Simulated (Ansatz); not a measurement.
`O[Si@]1(Cl)O[C@@H]1F` + H₂ → `O[Si]1(Cl)CO1` + H–F at 298.15 K and 1 bar (hydrogenolysis of a C–F bond).

Isolated molecules relaxed with PBE0-D4/def2-TZVP in Ansatz; ΔE leaves out vibrations. CCSD(T)/CBS is the MP2 limit (def2-TZVPP, def2-QZVPP) plus CCSD(T) − MP2 in def2-TZVPP, frozen cores. This one scheme is used for every species. One conformer a species, not always the lowest.

```csv
species,CCSD(T)/CBS energy (Eh),H − E (kJ/mol),S (J/(mol·K))
`O[Si@]1(Cl)O[C@@H]1F`,-1038.33825,125.1,344.3
H₂,-1.17544,35.1,130.4
`O[Si]1(Cl)CO1`,-939.15161,142.3,324.5
H–F,-100.39570,33.5,173.6
```

H − E and S are ideal-gas, rigid-rotor, harmonic terms from PBE0-D4/def2-TZVP, for one conformer and one mirror image of each species. The MP2-based limit puts H₂ 0.8 mEh under its directly extrapolated value; such offsets cancel only in part. 1 Eh = 2625.50 kJ/mol, R = 8.31446 J/(mol·K).

Q: By hand: ΔE, ΔH, ΔS and ΔG.

A: ΔE = (-939.15161) + (-100.39570) − (-1038.33825) − (-1.17544) = -0.03362 Eh = -88.3 kJ/mol. Δ(H − E) = 142.3 + 33.5 − 125.1 − 35.1 = 15.6, so ΔH = -72.7 kJ/mol. ΔS = 324.5 + 173.6 − 344.3 − 130.4 = 23.4 J/(mol·K). ΔG = -72.7 − 298.15 × (23.4)/1000 = -79.7 kJ/mol.

Q: By hand: the equilibrium constant, and the temperature at which ΔG would vanish if ΔH and ΔS stayed fixed.

A: log₁₀ K = −ΔG/(RT ln 10) = 14.0. ΔH and −TΔS have one sign here, so there is no such temperature.

ΔH outweighs TΔS. A doubt of 5 kJ/mol in ΔE shifts log₁₀ K by 0.9 here. Other conformers and mirror images would add mixing entropy, several J/(mol·K) or more a flexible species. These are equilibria of isolated gas molecules and say nothing of rates. Largest T1 diagnostic: 0.013 (customary marks: 0.02 for closed shells, 0.045 for open ones).
